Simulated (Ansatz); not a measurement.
The cluster Si2N2O⁺. Total charge 1; doublet. Geometry r2SCAN-D4/def2-SVP, that of the neutral singlet; atoms count from 1.

Cartesian coordinates in Å:
```
Si -1.054 -0.476 1.598
Si -0.392 1.134 -0.023
N 0.770 -0.879 -1.973
N 0.370 -0.276 -1.111
O 0.306 0.498 1.508
```

The structure comes from a short search, and lower isomers may exist.

Question: Estimate the Mulliken populations from the PBE0/def2-TZVP orbitals of Ansatz.

Answer: 
```csv
atom,charge (e),spin (α − β)
Si1,0.60,0.39
Si2,0.45,0.47
N3,0.12,0.13
N4,0.12,-0.04
O5,-0.30,0.06
```
Mulliken values and Mayer orders depend strongly on the basis.

Question: Where does the spin sit?

Answer: Summed by element: Si 0.86, N 0.09, O 0.06, of 1 unpaired in all. Largest on single atoms: Si2 0.47, Si1 0.39, N3 0.13.

Question: And the Mayer bond orders between bonded heavy atoms (over 0.3)?

Answer: Si1–Si2 0.65 (2.38 Å); Si1–O5 1.33 (1.67 Å); Si2–N4 0.59 (1.94 Å); Si2–O5 0.96 (1.80 Å); N3–N4 2.57 (1.13 Å).
